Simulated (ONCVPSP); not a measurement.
potassium: excitation energies, all-electron against ONCV

ONCVPSP 4.0.1 input, shortened (lines: element, Z, core and valence counts, functional; n l f; lmax; l rc ep ncon nbas qcut; lloc lpopt rc5 dvloc0; l nproj debl; icmod fcfact rcfact), PBE, scalar-relativistic:

```
  K 19.00    3    4        4      upf
    1    0    2.00
    2    0    2.00
    2    1    6.00
    3    0    2.00
    3    1    6.00
    4    0    0.75
    4    1    0.25
    2
    0    1.75    0.00    4    8    7.00
    1    2.35    0.00    4    8    5.40
    2    1.85    0.19    4    8    5.30
    4    5    1.55    0.00
    0    3    3.80
    1    2    2.00
    2    2    3.60
    1    0.30    0.00
```

Energies are relative to the spin-unpolarised reference configuration 3s2 3p6 4s0.75 4p0.25; without spin polarisation the order of configurations can differ from experiment.

| valence configuration | charge | ΔE all-electron (eV) | error AE − PS (meV) |
| --- | --- | --- | --- |
| 3s2 3p6 4s0.5 4p0 | +0.5 | 1.261 | 0.0 |
| 3s2 3p6 4s0 4p1 | 0 | 1.172 | 0.0 |

(1) What are ΔE and the potential's error for 3s2 3p6 4s0 4p0?

(2) What are ΔE and the potential's error for 3s2 3p6 4s1 4p0?

Answers

(1) ΔE = 3.933 eV all-electron; the error (AE − PS) is -0.1 meV.

(2) ΔE = -0.381 eV all-electron; the error (AE − PS) is 0.0 meV.
